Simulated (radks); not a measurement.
Values are calculated unless marked as measured or tabulated.
Coulomb parameter of the 5d shell of neutral rhenium in the model configuration [Xe] 4f14 5d4 6s2 6p1, as a second difference U = [E(n + 0.25) + E(n - 0.25) - 2 E(n)] / (0.25)^2 with all orbitals relaxed. "Bare": the charge of the atom changes with n. "Screened": the 6p shell takes up the change at fixed total charge, which measures U(5d,5d) + U(6p,6p) - 2 U(5d,6p). Level of theory: scalar-relativistic Kohn-Sham, r2SCAN, spin-unpolarised, spherical densities, finite nucleus; meta-GGA in the generalised Kohn-Sham scheme; Fermi nuclear charge, rms radius 5.3698 fm (a radial shooting solver on a logarithmic mesh with Libxc functionals).

case                          configuration  E - E(n) (eV)
start                 [Xe] 4f14 5d4 6s2 6p1          0.000
bare +0.25         [Xe] 4f14 5d4.25 6s2 6p1         -1.886
bare -0.25         [Xe] 4f14 5d3.75 6s2 6p1          2.433
screened +0.25  [Xe] 4f14 5d4.25 6s2 6p0.75         -1.500
screened -0.25  [Xe] 4f14 5d3.75 6s2 6p1.25          1.625

U(bare) = 8.751 eV, U(screened by 6p) = 1.995 eV, against the Slater integral F0(5d,5d) = 13.664 eV with frozen orbitals. The step up makes a negative ion, whose loosely bound charge lowers the bare value.
